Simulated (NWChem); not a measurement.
System: C$_{3}$H$_{4}$BrF; SMILES C/C=C(/Br)F

```xyz
9

C     -0.5008     2.8992     0.0000
C     -0.7615     1.4300     0.0000
C      0.1977     0.5067     0.0000
F      1.4875     0.8046     0.0000
Br    -0.1053    -1.3457     0.0000
H     -0.9513     3.3773    -0.8851
H      0.5748     3.1192     0.0000
H     -0.9513     3.3773     0.8851
H     -1.7929     1.0710     0.0000
```
Atoms are numbered in this order, from 1.

Computed with NWChem. All runs use the structure optimised with PBE0/def2-SVP. GIAO values for the isolated, static molecule; σ is the absolute isotropic shielding, δ = σ(reference) − σ with the isolated reference molecule computed at the same levels (13C: tetramethylsilane, 19F: trichlorofluoromethane, 1H: tetramethylsilane). Spin-orbit effects, on the heavy nuclei and on their neighbours, are missing.

Q: Predict the results for PBE/pcSseg-1. Quantities: δ C1 (ppm); δ C2 (ppm); δ C3 (ppm); δ F4 (ppm); σ Br5 (ppm); δ H6 (rotor mean) (ppm); δ H9 (ppm).

A: The δ C1 (ppm) comes out as 14.2, the δ C2 (ppm) is 111.3 and the δ C3 (ppm) is 158.2. The δ F4 (ppm) comes out as -79.8 and the σ Br5 (ppm) is 1891.8. The δ H6 (rotor mean) (ppm) is 1.80 and the δ H9 (ppm) comes out as 4.89.
